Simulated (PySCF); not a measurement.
## How methods differ on the ionisation energy of Cl⁺

Cl⁺ [Ne] 3s2 3p4 (3P) → Cl²⁺ [Ne] 3s2 3p3 (4S), as a difference of total energies. All numbers are calculated (PySCF 2.14, no relativity, point nucleus, in 6-31G* (4s3p1d, 18 functions)). Correlated levels: valence: [Ne] frozen. The calculations carry no spin-orbit coupling.

| method | ionisation energy (eV) |
| --- | --- |
| UHF | 22.497 |
| BP86 | 23.978 |
| B3LYP | 23.964 |
| MP2 (valence) | 22.863 |
| SCS-MP2 (valence) | 22.888 |
| CCSD (valence) | 22.859 |
| CCSD(T) (valence) | 22.869 |

Problem. How much does correlation contribute at CCSD(T) (valence)?

Solution. 22.869 − (22.497) = 0.372 eV, measured against UHF.

Errors of the correlated levels include the incompleteness of this basis and the frozen core.

For comparison: 23.771 eV (measured; NIST levels, between the centres of gravity of the two terms).
